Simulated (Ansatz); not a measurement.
Ansatz (a quantum-chemistry and plane-wave program) input:

Ansatz 0.2 input:
```yaml
crystal:
  periodic: [false, false, false]
  atoms:
    - {symbol: Nb, position_ang: [0.26755616, 0.12327837, 0.34899699]}
    - {symbol: O, position_ang: [1.52732369, -0.83754635, -0.31113136]}
    - {symbol: O, position_ang: [-0.47416462, -1.19608198, 1.29710490]}
    - {symbol: Cl, position_ang: [-1.14088677, 0.65968315, -1.30568617]}
basis:
  gaussian:
    orbitals: def2-TZVPD
hamiltonian:
  xc: {name: HSE06}
total_charge: 1
magnetization: {spin_polarized: true, initial_magnetization: 1}
output: {forces: true}
```

Question: Predict the final energy.

Answer: -667.13003 Eh (HSE06/def2-TZVPD). The basis has 166 functions.

The spin state was set by rule; other spins were not relaxed.
